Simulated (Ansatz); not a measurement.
`Cc1csc(-c2sc(-c3sc(-c4sc(-c5sc(-c6sc(-c7sccc7C)cc6C)cc5C)cc4C)cc3C)cc2C)c1`, 72 atoms. Hardware: 4 threads of AMD EPYC 7R13 on a shared host and a share (37 GiB) of an NVIDIA H100 80GB HBM3.

Single mean-field runs in def2-SVP are fitted with def2-universal-jkfit.

Q: How many basis functions does each of these Ansatz runs have, and roughly what does it cost? r2SCAN-D4/def2-SVP, charge 0 singlet, energy and forces, from earlier orbitals; PBE0-D4/def2-SVP, charge 0 singlet, energy, from earlier orbitals; PBE0-D4/def2-SVP, charge 0 triplet at the geometry of the charge 0 singlet, energy; PBE-D4/def2-SVP, charge 0 singlet, energy, from earlier orbitals; PBE0-D4/def2-SVP, charge 1 doublet at the geometry of the charge 0 singlet, energy; PBE-D4/def2-SVP, charge -1 doublet at the geometry of the charge 0 singlet, energy, from earlier orbitals; PBE-D4/def2-SVP, charge 0 triplet at the geometry of the charge 0 singlet, energy, from earlier orbitals; PBE-D4/def2-SVP, charge 1 doublet at the geometry of the charge 0 singlet, energy, from earlier orbitals; PBE-D4/def2-SVP, charge 0 singlet, relaxation, 19 steps; PBE0-D4/def2-SVP, charge -1 doublet at the geometry of the charge 0 singlet, energy.

A: Other jobs shared the machine, so times can vary by a factor of up to 3.

```
                                                                                                      run  functions  fitting or Cholesky vectors  wall time  peak host memory (GiB)
                                         PBE-D4/def2-SVP, charge 0 singlet, energy, from earlier orbitals        766                         4061      4.6 s                     1.1
                           r2SCAN-D4/def2-SVP, charge 0 singlet, energy and forces, from earlier orbitals        766                         4061        9 s                     1.3
                                        PBE0-D4/def2-SVP, charge 0 singlet, energy, from earlier orbitals        766                         4061       12 s                     1.1
PBE-D4/def2-SVP, charge -1 doublet at the geometry of the charge 0 singlet, energy, from earlier orbitals        766                         4061       12 s                     1.4
 PBE-D4/def2-SVP, charge 0 triplet at the geometry of the charge 0 singlet, energy, from earlier orbitals        766                         4061       14 s                     1.5
 PBE-D4/def2-SVP, charge 1 doublet at the geometry of the charge 0 singlet, energy, from earlier orbitals        766                         4061       16 s                     1.4
                       PBE0-D4/def2-SVP, charge 1 doublet at the geometry of the charge 0 singlet, energy        766                         4061       18 s                     1.4
                      PBE0-D4/def2-SVP, charge -1 doublet at the geometry of the charge 0 singlet, energy        766                         4061       27 s                     1.4
                       PBE0-D4/def2-SVP, charge 0 triplet at the geometry of the charge 0 singlet, energy        766                         4061       33 s                     1.6
                                                  PBE-D4/def2-SVP, charge 0 singlet, relaxation, 19 steps        766                         4061    1.8 min                     1.3
```
